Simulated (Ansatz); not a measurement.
Process, species as SMILES: [GeH3] (GeH3) → [GeH3-] (an electron is taken up)
B3LYP-D3(BJ)/def2-TZVP geometries, fixed; electronic energies without zero-point terms; positive where energy is released.

Basis-set convergence of the adiabatic electron affinity at MP2 with Ansatz (a program for electronic structure). Cartesian d functions, on some or all atoms, in 6-31G; all else is spherical. Cores are frozen (with 3d on Ga to Br). Open shells are unrestricted. No added dispersion term, no relativity. Functions are those of the species that has most. Reference: Hartree-Fock in aug-cc-pV5Z plus the correlation part extrapolated as X^-3 from aug-cc-pVQZ and aug-cc-pV5Z, 1.409 eV, itself unsure by roughly 0.006 eV (a third of the extrapolation step and of the last Hartree-Fock step). Deviations are taken from unrounded values.

```json
[
 {"basis": "6-31G", "functions": "35", "adiabatic electron affinity (eV)": "0.664", "minus reference (eV)": "-0.745"},
 {"basis": "cc-pVDZ", "functions": "42", "adiabatic electron affinity (eV)": "0.876", "minus reference (eV)": "-0.532"},
 {"basis": "pcseg-1", "functions": "42", "adiabatic electron affinity (eV)": "0.992", "minus reference (eV)": "-0.417"},
 {"basis": "def2-TZVP", "functions": "66", "adiabatic electron affinity (eV)": "1.070", "minus reference (eV)": "-0.339"},
 {"basis": "def2-TZVPD", "functions": "81", "adiabatic electron affinity (eV)": "1.198", "minus reference (eV)": "-0.211"},
 {"basis": "cc-pVTZ", "functions": "85", "adiabatic electron affinity (eV)": "1.181", "minus reference (eV)": "-0.228"},
 {"basis": "def2-TZVPPD", "functions": "105", "adiabatic electron affinity (eV)": "1.222", "minus reference (eV)": "-0.187"},
 {"basis": "aug-cc-pVTZ", "functions": "128", "adiabatic electron affinity (eV)": "1.339", "minus reference (eV)": "-0.069"},
 {"basis": "def2-QZVP", "functions": "165", "adiabatic electron affinity (eV)": "1.290", "minus reference (eV)": "-0.119"},
 {"basis": "def2-QZVPPD", "functions": "194", "adiabatic electron affinity (eV)": "1.328", "minus reference (eV)": "-0.081"},
 {"basis": "aug-pcseg-3", "functions": "240", "adiabatic electron affinity (eV)": "1.354", "minus reference (eV)": "-0.055"},
 {"basis": "pcseg-4", "functions": "294", "adiabatic electron affinity (eV)": "1.363", "minus reference (eV)": "-0.046"},
 {"basis": "aug-cc-pV5Z", "functions": "380", "adiabatic electron affinity (eV)": "1.391", "minus reference (eV)": "-0.018"}
]
```
